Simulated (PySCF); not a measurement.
## Arsenic: a sound run and one with changed settings

Sound run: As [Ar] 3d10 4s2 4p3, As⁺ [Ar] 3d10 4s2 4p2. All numbers are calculated (PySCF 2.14, a scalar-relativistic core potential, in cc-pVTZ-PP with ECP10MDF). The sound run starts from symmetry-adapted Hartree-Fock orbitals and uses a fine grid where one is needed.

Changed run: 26 angular points. This setting is unsound on purpose.

| species | method | sound run (hartree) | changed run (hartree) | converged |
| --- | --- | --- | --- | --- |
| As | UHF | -331.21015 | -331.21015 | yes |
| As | LDA | -331.90473 | -331.90473 | yes |
| As | M06-2X | -332.57569 | -332.57569 | yes |
| As⁺ | UHF | -330.86383 | -330.86383 | yes |
| As⁺ | LDA | -331.53765 | -331.53779 | yes |
| As⁺ | M06-2X | -332.21740 | -332.21728 | yes |

Ionisation energy of As:

```json
{"method": "UHF", "sound run (eV)": "9.424", "changed run (eV)": "9.424"}
{"method": "LDA", "sound run (eV)": "9.989", "changed run (eV)": "9.985"}
{"method": "M06-2X", "sound run (eV)": "9.750", "changed run (eV)": "9.753"}
```

A coarse angular grid integrates products of high-l functions wrongly, so density functionals can shift, and the SCF can exploit the error; Hartree-Fock and MP2 need no grid.

For comparison, NIST gives 9.789 eV between the lowest levels.
